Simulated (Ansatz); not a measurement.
Consider the redistribution: `C=[C](C)[AlH2]` + `BC(B)=C` → `B[C](=C)[AlH2]` + `BC(=C)C`.

Program: Ansatz. Geometries: PBE0-D4/def2-TZVP. ΔE: electronic, gas phase. CCSD(T)/CBS is the MP2 limit (def2-TZVPP, def2-QZVPP) plus CCSD(T) − MP2 in def2-TZVPP, frozen cores. DFT in def2-TZVPP. B3LYP here is the variant with VWN-RPA as its local correlation; programs differ in this. HSE06 is defined as in plane-wave codes.

| level | ΔE (kJ/mol) | difference from CCSD(T)/CBS |
| --- | --- | --- |
| LDA (SPW92) | -9.8 | -2.2 |
| PBE-D4 | -8.9 | -1.3 |
| revPBE-D4 | -8.6 | -1.0 |
| BLYP-D4 | -8.4 | -0.8 |
| B97M-V | -8.5 | -0.9 |
| B3LYP-D4 | -7.4 | 0.2 |
| r2SCANh-D4 | -8.0 | -0.4 |
| r2SCAN0-D4 | -7.3 | 0.3 |
| HSE06-D4 | -7.5 | 0.1 |
| BHLYP-D4 | -6.1 | 1.5 |
| CAM-B3LYP-D4 | -6.6 | 1.0 |
| ωB97X-V | -6.1 | 1.5 |
| ωB97M-V | -6.6 | 1.0 |
| B2PLYP | -7.4 | 0.2 |
| PBE-QIDH | -6.9 | 0.7 |
| revPBE | -8.7 | -1.1 |
| BLYP | -8.6 | -1.0 |
| r2SCAN | -8.4 | -0.8 |
| PBE0 | -7.5 | 0.1 |
| B3LYP | -7.5 | 0.1 |
| r2SCANh | -8.0 | -0.4 |
| r2SCAN0 | -7.4 | 0.2 |
| HSE06 | -7.6 | 0.0 |
| BHLYP | -6.1 | 1.5 |
| CAM-B3LYP | -6.7 | 0.9 |
| LC-ωPBE | -6.0 | 1.6 |
| RPA@PBE/def2-TZVPP | -7.6 | 0.0 |
| HF/def2-SVP | -4.6 | 3.0 |
| MP2/def2-SVP | -7.5 | 0.1 |
| CCSD(T)/def2-SVP | -7.9 | -0.3 |
| MP2/def2-TZVPP | -7.3 | 0.3 |
| SCS-MP2/def2-TZVPP | -6.9 | 0.7 |
| CCSD/def2-TZVPP | -6.7 | 0.9 |
| CCSD(T)/def2-TZVPP | -7.5 | 0.1 |
| HF/def2-QZVPP | -4.2 | 3.4 |
| MP2/def2-QZVPP | -7.3 | 0.3 |
| SCS-MP2/def2-QZVPP | -7.0 | 0.6 |
| HF/CBS(def2) | -4.2 | 3.4 |
| MP2/CBS(def2) | -7.4 | 0.2 |
| CCSD/CBS(def2) | -6.8 | 0.8 |
| CCSD(T)/CBS | -7.6 | 0 |

**Question.** What do rigid-rotor, harmonic-oscillator terms from PBE0-D4/def2-TZVP frequencies (298.15 K, 1 bar) make of the CCSD(T)/CBS value? (Estimate.)

**Answer.** The calculation gave: ΔZPE = 0.0 kJ/mol, ΔH = -7.3 kJ/mol, ΔS = 12 J/(mol·K), ΔG = -10.8 kJ/mol.

Largest T1 diagnostic among the species: 0.011.

Leaving LDA and LC-ωPBE aside and taking each functional with its dispersion term where it has one, the values spread over 2.9 kJ/mol, from PBE-D4 to BHLYP-D4. In def2-TZVPP, CCSD(T) changes the Hartree–Fock value by −3.3 kJ/mol (the triples alone add −0.8 kJ/mol) and MP2 by −3.1 kJ/mol.
